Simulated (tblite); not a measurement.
Species: C3H6FSi (doublet state).
Z-matrix (Å and degrees, GFN2-xTB geometry), rows numbered from 1:
```
C 
C   1  1.2950
C   2  1.4425  1  141.88
Si  3  1.9278  2  115.61  1     0.02
F   4  1.6145  3  105.26  2  -179.98
H   1  1.0798  2  122.21  3   179.98
H   1  1.0940  2  123.41  3    -0.07
H   3  1.0950  2  109.26  1   121.93
H   3  1.0950  2  109.26  1  -121.88
H   4  1.4532  3  112.36  2   -66.09
H   4  1.4533  3  112.34  2    66.14
```

Level: GFN2-xTB in tblite, geometry and Hessian alike; calculated harmonic values, unscaled, isolated species. This tight-binding method is rough: wavenumbers can miss measured ones by several per cent, in bad cases by 10 to 20. Modes of hydrogen on silicon can be 10 to 20 % off. One conformer, not necessarily the lowest. Open shells enter through the occupations alone, without spin polarisation, and single modes of such species can be off by tens of per cent.

**Question.** How many normal modes are there?

**Answer.** 11 atoms, non-linear: 3N − 6 = 27.

**Question.** What is the point group of the computed structure, and how do the modes divide by symmetry?

**Answer.** Cs. The vibrations span 17 a′ + 10 a″.

**Question.** How many distinct wavenumbers does the calculation give?

**Answer.** 27: Cs has no degenerate species.

**Question.** How many fundamentals are allowed in the infrared by symmetry?

**Answer.** 27 of 27: in Cs every mode is allowed. All fundamentals are allowed in the Raman spectrum.

**Question.** What thermal excitation has the softest real mode at 500 K?

**Answer.** θ = hcν̃/k = 68 K for 47.3 cm⁻¹, so N1/N0 = 0.87 and ⟨v⟩ = 1/(exp(θ/T) − 1) = 6.9.
